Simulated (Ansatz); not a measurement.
`[CH3][Ge]([F])([F])[Br]` → `[F][Ge][Br]` + `CF` at 500 K and 1 bar (germylene formation by 1,1-elimination).

Computed with Ansatz on PBE0-D4/def2-TZVP structures; ΔE is electronic, products minus reactants. CCSD(T)/CBS is the MP2 limit (def2-TZVPP, def2-QZVPP) plus CCSD(T) − MP2 in def2-TZVPP, frozen cores. This one scheme is used for every species. For Br, Ge outer-core shells are correlated without core-valence functions, which leaves a few kJ/mol of doubt a bond. Scalar relativity is left out up to krypton.

```tsv
species	CCSD(T)/CBS energy (Eh)	H − E (kJ/mol)	S (J/(mol·K))
`[CH3][Ge]([F])([F])[Br]`	-4889.01358	157.1	428.5
`[F][Ge][Br]`	-4749.29775	30.7	328.7
`CF`	-139.63461	122.2	244.8
```

H − E and S are ideal-gas, rigid-rotor, harmonic terms from PBE0-D4/def2-TZVP. 1 Eh = 2625.50 kJ/mol, R = 8.31446 J/(mol·K).

**Question.** By hand: ΔE, ΔH, ΔS and ΔG.

**Answer.** ΔE = (-4749.29775) + (-139.63461) − (-4889.01358) = 0.08122 Eh = 213.2 kJ/mol. Δ(H − E) = 30.7 + 122.2 − 157.1 = -4.2, so ΔH = 209.0 kJ/mol. ΔS = 328.7 + 244.8 − 428.5 = 145.0 J/(mol·K). ΔG = 209.0 − 500 × (145.0)/1000 = 136.5 kJ/mol.

**Question.** By hand: the equilibrium constant, and the temperature at which ΔG would vanish if ΔH and ΔS stayed fixed.

**Answer.** log₁₀ K = −ΔG/(RT ln 10) = -14.3. ΔG = 0 at ΔH/ΔS = 1441 K.

The number of gas molecules changes by +1, which sets the sign of ΔS. A doubt of 5 kJ/mol in ΔE shifts log₁₀ K by 0.5 here. These are equilibria of isolated gas molecules and say nothing of rates. Largest T1 diagnostic: 0.012 (customary marks: 0.02 for closed shells, 0.045 for open ones).
